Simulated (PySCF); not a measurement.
# Working out the excitation energy of Ca

Ca [Ar] 4s2 (1S) → Ca [Ar] 4s1 4p1 (3P). All numbers are calculated (PySCF 2.14, scalar relativity by spin-free X2C-1e, in aug-cc-pVTZ-X2C). Frozen: [Ar]. Energies in hartree (1 hartree = 27.21139 eV):

```tsv
part	Ca (lower)	Ca (upper)
UHF	-679.636724	-679.598875
CCSD correlation	-0.028650	-0.003980
(T)	0.000000	0.000000
```

Q: What does Hartree-Fock give?

A: (-679.598875) − (-679.636724) = 0.037849 hartree = 1.030 eV.

Q: What do CCSD and CCSD(T) give?

A: The CCSD correlation energies differ by 0.024670 hartree = 0.671 eV and the triples by 0.000000 hartree = 0.000 eV, so CCSD gives 1.701 eV and CCSD(T) 1.701 eV.

Measured between the centres of the two terms (NIST): 1.892 eV, so CCSD(T) (valence) is off by -0.191 eV.

What remains against the reference includes basis incompleteness, the frozen core and higher excitations.
